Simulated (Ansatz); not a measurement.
Reaction (atomization): `FC1[O][GeH2][SiH2]1` → C• + F• + Ge• + 5 H• + O• + Si•

Gas-phase electronic energies from Ansatz, PBE0-D4/def2-TZVP geometries. CCSD(T)/CBS adds triple-zeta CCSD(T) − MP2 to the extrapolated MP2 energy (def2 sets, frozen cores). This one scheme is used for every species, atoms too. Functionals use def2-TZVPP. No spin–orbit coupling; open shells (•) take unrestricted orbitals. Spin–orbit coupling would lower the free atoms: a little for C, F, O, Si; clearly for Ge. Bonds to Ge are less sure, by a few kJ/mol each and by 10 to 20 or more in all where they break to atoms, as the def2 sets lack core-valence functions. Scalar relativity is left out up to krypton.

```csv
level,ΔE (eV)
PBE0-D4,34.11
ωB97X-V,34.59
PBE,34.69
HF/def2-QZVPP,23.72
```

Problem. What does CCSD(T)/CBS give? (Best estimate.)

Solution. The calculation gave: +34.37 eV. The listed levels differ from it by -0.26, 0.22, 0.32, -10.65 eV.

Largest T1 diagnostic among the species: 0.014.

In def2-TZVPP, CCSD(T) changes the Hartree–Fock value by +9.74 eV (the triples alone add +0.63 eV) and MP2 by +10.31 eV; breaking electron pairs costs correlation energy, which Hartree–Fock lacks. From PBE to PBE0 (25 % exact exchange), in def2-TZVPP and without D4, ΔE moves by −0.78 eV: exact exchange takes away binding that semilocal exchange gives to molecules. The D4 term adds +0.39 eV with B3LYP and +0.20 eV with PBE0; it sums over pairs of atoms, weighted by their polarisabilities, and B3LYP, whose exchange is more repulsive, gets the larger term.

B3LYP here is the variant with VWN-RPA as its local correlation; programs differ in this.

For atomizations the MP2-based limit and the directly extrapolated one differ by several kJ/mol either way, and by 10 to 25 for some Ge, Se and Sn compounds, so smaller differences from it don't rank the levels.
